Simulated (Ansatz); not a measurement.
(ClInSe)3 ring (In₃Se₃Cl₃): single points at one geometry.

```yaml
crystal:
  periodic: [false, false, false]
  atoms:
    - {symbol: In, position_ang: [-2.248102, 0.180626, -0.279047]}
    - {symbol: Cl, position_ang: [-4.590325, 0.370045, -0.570122]}
    - {symbol: Se, position_ang: [-1.337564, -1.827962, -1.520047]}
    - {symbol: In, position_ang: [1.131013, -1.712590, -0.975855]}
    - {symbol: Cl, position_ang: [2.313360, -3.492970, -1.995232]}
    - {symbol: Se, position_ang: [2.697226, -0.220470, 0.338817]}
    - {symbol: In, position_ang: [1.114741, 1.525658, 1.262411]}
    - {symbol: Cl, position_ang: [2.277949, 3.124342, 2.565675]}
    - {symbol: Se, position_ang: [-1.358287, 2.053312, 1.173399]}
basis:
  gaussian: {orbitals: def2-TZVP, fitting: {mean_field: def2-universal-jkfit}}
magnetization: {spin_polarized: true, initial_magnetization: 2}
hamiltonian: {xc: pbe0, dispersion: d4}
scf: {omitted_lower_state_checks: [starts]}
output: {orbitals: {seedname: orbitals}}
```

The file start.molden holds the orbitals of an earlier run on this structure, at another level or in another basis.

```sh
$ ansatz run in.yaml --threads 2 --pin off --events-out ev --progress --plain --max-ram 31744MiB --backend cuda --devices 0, --max-vram 18GiB
```

Output, abridged:

```
Functional definition: PBE0
1836 factors; integrals over basis functions are off by at most 4.6e-1 eV
mean field evaluation 1: about -249108.4188 eV, gradient 2.7e1 eV
mean field evaluation 2: about -249093.1387 eV, gradient 5.5e1 eV
mean field evaluation 4: about -249112.2569 eV, gradient 4.0e0 eV
mean field evaluation 8: about -249112.3835 eV, gradient 3.8e-1 eV
mean field evaluation 16: about -249112.4106 eV, gradient 2.1e-1 eV
mean field evaluation 32: about -249112.4221 eV, gradient 5.4e-6 eV
mean field -249112.42212785 eV, -9154.7126587342 hartree, gradient 5.4e-6 eV, S^2 2.006896; 0 other end points of the search recorded, 0 dependent functions left out
reference -249112.42218033 eV, -9154.7126606628 hartree; 109, 107 occupied and 296, 298 virtual orbitals, 1836 factors
Total energy: -249112.95983634 eV, -9154.7324191566 hartree
Checks for a lower state left out: starts
```

Run time 7 s (2 threads of AMD EPYC 7R13 on a shared host and a share (18 GiB) of an NVIDIA H100 80GB HBM3), peak host memory 0.98 GiB.

The first input with `gaussian: {orbitals: def2-TZVP, fitting: {mean_field: def2-universal-jkfit}, initial_orbitals: start.molden}`, `hamiltonian: {xc: pbe, dispersion: d4}` (abridged; 3.5 s):

```
Functional definition: PBE
mean field evaluation 16: about -249103.8519 eV, gradient 3.2e-6 eV
mean field -249103.85193287 eV, -9154.3977098778 hartree, gradient 3.2e-6 eV, S^2 2.003392
Total energy: -249104.44896239 eV, -9154.4196503077 hartree
Checks for a lower state left out: starts
```

First input, but with `gaussian: {orbitals: def2-TZVP, fitting: {mean_field: def2-universal-jkfit}, initial_orbitals: start.molden}`, `hamiltonian: {xc: r2scan, dispersion: d4}` (abridged; 6.5 s):

```
Functional definition: r2SCAN
mean field evaluation 16: about -249150.7244 eV, gradient 4.2e-5 eV
mean field -249150.72439584 eV, -9156.1202411207 hartree, gradient 2.9e-6 eV, S^2 2.007283
Total energy: -249150.86661104 eV, -9156.1254674326 hartree
Checks for a lower state left out: starts
```

Geometry: PBE-D4/def2-SVP, that of the neutral singlet.

In the def2 sets In takes a core potential; there is no spin–orbit coupling. Single mean-field runs in def2-TZVP are fitted with def2-universal-jkfit. At PBE-D4/def2-TZVP, r2SCAN-D4/def2-TZVP the gap within one spin of the charge 0 triplet nearly closes, so an electron or hole may be smeared out by delocalisation error. At PBE0-D4/def2-TZVP a singlet of charge 0 lies 3.45 eV below the triplet at the same geometry.
